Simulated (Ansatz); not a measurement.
The molecule SbF, multiplicity 3 (the spin of the measured ground state). No spin–orbit coupling.

D_e counts from the fitted minimum to each atom's lowest state at the same level, without counterpoise.

Correlated levels freeze the inner cores; with def2 sets outer-core shells near the valence are correlated too.

The values were computed with Ansatz (Gaussian orbitals). Values without a source in brackets are computed. In def2 rows elements past Kr take small-core potentials, without spin–orbit coupling.

Q: What bond energy D_e does CCSD/def2-TZVPP give?

A: 85.3 kcal/mol

Q: What is the computed bond energy D_e (CAM-B3LYP/def2-TZVPP)?

A: 99.2 kcal/mol

Q: Estimate the bond energy D_e that B3LYP/def2-TZVPP returns for this input.

A: 97.9 kcal/mol

Ansatz is an electronic-structure program.
